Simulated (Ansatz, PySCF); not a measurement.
Bond stretch in SiH (cation, charge +1), singlet.

Computed with: UMP2/3-21G = PySCF 2.14.0 with unrestricted MP2 (frozen core)/3-21G; RHF/STO-3G = restricted Hartree-Fock/STO-3G in PySCF; RMP2/3-21G = restricted MP2 (frozen core)/3-21G (PySCF 2.14.0); RKS-PBE = restricted PBE/cc-pVQZ (Ansatz, a quantum-chemistry and plane-wave program).

Energies are in eV, each relative to the lowest point of its own curve near equilibrium.

```tsv
R / Å	UMP2/3-21G	RHF/STO-3G	RMP2/3-21G	RKS-PBE
1.24	1.097	0.962	1.074	1.012
1.31	0.560	0.426	0.552	0.520
1.38	0.230	0.124	0.230	0.217
1.43	0.095	0.022	0.095	0.090
1.46	0.045	0.000	0.045	0.042
1.52	0.000	0.029	0.000	0.000
1.57	0.009	0.117	0.009	0.009
1.62	0.050	0.252	0.050	0.050
1.63	0.062	0.284	0.062	0.062
1.79	0.348	…	0.348	0.351
1.88	0.562	1.449	0.562	0.572
2.03	1.090	…	0.955	0.981
2.28	1.781	3.845	1.633	1.685
2.56	…	5.386	2.341	2.404
2.74	2.184	6.232	2.740	2.803
3.06	…	7.434	3.307	3.381
3.27	2.302	8.028	3.573	3.676
3.76	2.339	…	3.886	4.150
4.15	2.352	9.343	3.871	4.367
4.54	2.359	9.580	3.691	4.493
5.41	2.363	9.843	…	4.595
6.03	2.363	9.943	2.393	4.601
```

Question: Complete the blanks.

Answer: 
- 1.79, RHF/STO-3G: 0.966
- 2.03, RHF/STO-3G: 2.332
- 2.56, UMP2/3-21G: 2.089
- 3.06, UMP2/3-21G: 2.271
- 3.76, RHF/STO-3G: 8.941
- 5.41, RMP2/3-21G: 2.983

The unrestricted determinant behind UMP2/3-21G is spin-contaminated at 1.24, 2.03 to 6.03 Å (<S²> up to 1.0, against 0.00 for a pure singlet). The restricted form behind RHF/STO-3G, RMP2/3-21G, RKS-PBE keeps the bonding electrons paired and can't separate into open-shell fragments.
